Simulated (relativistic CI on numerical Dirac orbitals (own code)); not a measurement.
Cs²⁷⁺: q coefficients and field-shift factors

Computed by Dirac-Coulomb-Breit CI, orbitals from a KLI potential per configuration, derivatives by finite differences, unscaled Slater integrals, QED left out (own radial code, finite nucleus).

Configuration list (outside the closed core [Ne] 3s2): 3p6.3d10, 3p6.3d9.4s, 3p6.3d9.4p, 3p6.3d9.4d, 3p6.3d9.4f, 3p5.3d10.4s, 3p6.3d8.4s2, 3p5.3d10.4p. Levels of other configurations are missing.

With x = (α/α₀)² − 1 an excitation energy changes as ω = ω₀ + qx; K = 2q/ω₀ is the relative enhancement. Terms are leading LS components, so labels can repeat. The field-shift factor is F = δν/δ⟨r²⟩ for the transition from the lowest level.

Lowest level 3p6.3d10 1S_0.

| Level | ω₀ (cm⁻¹) | q (cm⁻¹) | K | F (GHz/fm²) |
| --- | --- | --- | --- | --- |
| 3p6.3d9.4s 3D_3 | 5070241 | -348600 | -0.138 | 286 |
| 3p6.3d9.4s 1D_2 | 5079631 | -347400 | -0.137 | 286 |
| 3p6.3d9.4s 3D_1 | 5189687 | -229400 | -0.0884 | 287 |
| 3p6.3d9.4s 3D_2 | 5196658 | -229600 | -0.0884 | 287 |
| 3p6.3d9.4p 3P°_2 | 5515245 | -308100 | -0.112 | 32.7 |
| 3p6.3d9.4p 3F°_3 | 5524381 | -311000 | -0.113 | 32.2 |
| 3p6.3d9.4p 3F°_2 | 5637362 | -191000 | -0.0678 | 33.3 |
| 3p6.3d9.4p 3D°_1 | 5650270 | -183000 | -0.0648 | 33 |
| 3p6.3d9.4p 3F°_4 | 5683773 | -124400 | -0.0438 | 25.4 |
| 3p6.3d9.4p 1D°_2 | 5695447 | -128200 | -0.045 | 26 |
| 3p6.3d9.4p 1P°_1 | 5700388 | -127700 | -0.0448 | 26.8 |
| 3p6.3d9.4p 3D°_3 | 5709198 | -123900 | -0.0434 | 25.4 |
| 3p6.3d9.4p 3P°_0 | 5783786 | -4076 | -0.00141 | 27.2 |
| 3p6.3d9.4p 3F°_3 | 5810844 | -5537 | -0.00191 | 26.7 |
| 3p6.3d9.4p 3D°_1 | 5811275 | -9200 | -0.00317 | 26.9 |
| 3p6.3d9.4p 3D°_2 | 5824548 | -6003 | -0.00206 | 26.8 |
| 3p6.3d9.4d 3S_1 | 6371123 | -101200 | -0.0318 | 27.8 |
| 3p6.3d9.4d 3G_4 | 6402128 | -109500 | -0.0342 | 27.7 |
| 3p6.3d9.4d 3D_2 | 6406707 | -107300 | -0.0335 | 27.8 |
| 3p6.3d9.4d 3F_3 | 6418769 | -107500 | -0.0335 | 27.8 |
| 3p6.3d9.4d 1P_1 | 6423999 | -79750 | -0.0248 | 28 |
| 3p6.3d9.4d 3G_5 | 6429207 | -75680 | -0.0235 | 28.1 |
| 3p6.3d9.4d 3D_3 | 6447719 | -75170 | -0.0233 | 28.1 |

At this charge energies of transitions that change n are usually good to better than 1 %, and those within a shell (Δn = 0) to a few per cent.
